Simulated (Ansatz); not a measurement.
Basis-set extrapolation for C$_{5}$H$_{5}$Li, SMILES `[C@H]12[C@@H]3[C@@H]4[C@@H]5[C@H]1[Li]2345` (PBE0-D4/def2-TZVP geometry, frozen core, the Gaussian-basis code of Ansatz). Multiplicity 1, RHF reference. For Li the program correlates outer-core shells too, which these sets cover unevenly, so the extrapolated numbers aren't a true limit.

```
                      def2-TZVPP   def2-QZVPP
                 HF  -199.781009  -199.789636
    MP2 correlation    -0.854672    -0.907752
CCSD(T) correlation    -0.919824    -0.967055
```

Energies in hartree. Use E(X) = E(∞) + A·exp(−7.88·√X) for Hartree–Fock and E(X) = E(∞) + B·X^(−2.97) for correlation, with X = 3 and 4.

**Question.** What is the CCSD(T) energy at the basis-set limit?

**Answer.** HF limit: -199.789636 + (-0.008627) × 0.13774 = -199.79082. Correlation limit: -0.967055 + (-0.047231) × 0.74074 = -1.00204. Total: -200.79286 hartree, 241.6 kJ/mol below CCSD(T)/def2-TZVPP.
